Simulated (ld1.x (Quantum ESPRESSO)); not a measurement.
# Reading a pseudo-wave (Tc (Z = 43))

Columns: radius, all-electron u(r) and pseudo u(r) of the 4s shell (level -73.35 eV) of technetium in the configuration [Ar] 3d10 4s2 4p6 4d5 5s2 5p0; Wu–Cohen, scalar-relativistic, TM scheme, ld1.x (Quantum ESPRESSO) 7.5.

```
r (bohr)  all-electron   pseudo
   0.090       -0.3875  -0.0476
   0.180        0.0430  -0.1024
   0.270        0.5596  -0.1726
   0.360        0.5598  -0.2673
   0.450        0.2220  -0.3945
   0.540       -0.2111  -0.5560
   0.630       -0.5965  -0.7403
   0.720       -0.8778  -0.9188
   0.810       -1.0487  -1.0552
   0.900       -1.1244  -1.1247
   0.990       -1.1276  -1.1276
   1.080       -1.0805  -1.0805
   1.170       -1.0023  -1.0023
   1.260       -0.9078  -0.9078
   1.350       -0.8072  -0.8072
   1.440       -0.7077  -0.7077
   1.530       -0.6134  -0.6134
   1.620       -0.5270  -0.5270
   1.710       -0.4494  -0.4494
   1.800       -0.3809  -0.3809
   1.890       -0.3212  -0.3212
   1.980       -0.2698  -0.2698
   2.070       -0.2257  -0.2257
   2.160       -0.1884  -0.1884
   2.250       -0.1568  -0.1568
   2.340       -0.1301  -0.1301
```

**Question.** How many radial nodes do the two functions have?

**Answer.** The all-electron 4s function has n − l − 1 = 3 (the table is too coarse to show those close to the nucleus); the pseudo-wave has 0, since the states of the same l below it are removed with the core.

**Question.** At about which radius was the pseudo-wave matched?

**Answer.** 1.05 bohr. The columns agree to 0.0005 from 0.90 bohr on; several derivatives are matched, so the curves merge somewhat inside the radius.

**Question.** Is the pseudo-wave norm-conserving?

**Answer.** Yes: the TM scheme keeps the norm inside the radius equal to the all-electron one, which fixes the energy derivative of the logarithmic derivative at the level.
